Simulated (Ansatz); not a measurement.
Consider the ligand exchange at the Si–O bond: `CO[Si](N)(O)F` + H–F → `N[Si](O)(F)F` + CH₃OH.

Computed with Ansatz on PBE0-D4/def2-TZVP structures; ΔE is electronic, products minus reactants. CCSD(T)/CBS is the MP2 limit (def2-TZVPP, def2-QZVPP) plus CCSD(T) − MP2 in def2-TZVPP, frozen cores. This one scheme is used for every species. DFT in def2-TZVPP. HSE06 is defined as in plane-wave codes. One conformer a species, not always the lowest.

```csv
level,ΔE (kJ/mol),difference from CCSD(T)/CBS
PBE0-D4,-38.4,-0.6
HSE06-D4,-38.6,-0.8
BHLYP-D4,-39.4,-1.6
r2SCAN0,-43.5,-5.7
HSE06,-43.5,-5.7
CCSD(T)/def2-SVP,-38.0,-0.2
HF/def2-TZVPP,-50.0,-12.2
MP2/def2-TZVPP,-36.0,1.8
CCSD(T)/def2-TZVPP,-38.0,-0.2
MP2/CBS(def2),-35.8,2.0
CCSD(T)/CBS,-37.8,0
```

Largest T1 diagnostic among the species: 0.011.

The D4 term adds +9.2 kJ/mol with B3LYP and +5.2 kJ/mol with PBE0; it sums over pairs of atoms, weighted by their polarisabilities, and B3LYP, whose exchange is more repulsive, gets the larger term. In def2-TZVPP, CCSD(T) changes the Hartree–Fock value by +11.9 kJ/mol (the triples alone add +1.9 kJ/mol) and MP2 by +13.9 kJ/mol.

CCSD(T)/CBS has its own doubt, a few kJ/mol and more with outer-core shells, so smaller differences from it don't rank the levels.

B3LYP here is the variant with VWN-RPA as its local correlation; programs differ in this.
